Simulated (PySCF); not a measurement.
**Trend along group 14: MI cations**

HF with triple-zeta basis sets in PySCF, for the lowest determinant that a PBE0 search found; no spin–orbit coupling. De refers to high-spin ground-configuration atoms (the charge goes to the atom of lower measured ionisation energy or higher electron affinity, which is not always the lowest computed limit). A positive dipole points towards I; it is taken about the centre of mass and depends on that origin.

| M | basis | reference | charged atom | state (unpaired electrons) | Re (Å) | ωe (cm⁻¹) | De (eV) | μ (D) |
| --- | --- | --- | --- | --- | --- | --- | --- | --- |
| Si | def2-TZVPPD | RHF | Si+ | singlet (closed shell) | 2.314 | 465 | 2.66 | -5.32 |
| Ge | def2-TZVPPD | RHF | Ge+ | singlet (closed shell) | 2.403 | 310 | 2.37 | -4.17 |
| Sn | def2-TZVPPD | RHF | Sn+ | singlet (closed shell) | 2.600 | 245 | 2.12 | -4.77 |

The shortest bond is that of SiI⁺ (2.314 Å), the longest that of SnI⁺ (2.600 Å). SiI⁺ is bound most strongly (2.66 eV) and SnI⁺ least (2.12 eV).

Down a group the atoms grow and get heavier, so bonds lengthen and wavenumbers fall; this series shows no clear exception.

Spin–orbit coupling is left out, which matters for elements this heavy, above all for dissociation energies. For an ion De counts to the pair picked by the measured ionisation energies or electron affinities, which need not be the lowest pair at this level. Where the molecule has an RHF reference, its open-shell atoms are computed with UHF. Hartree–Fock leaves out correlation, which carries a large part of most bond energies and some tenths to 1 eV of ionisation energies.
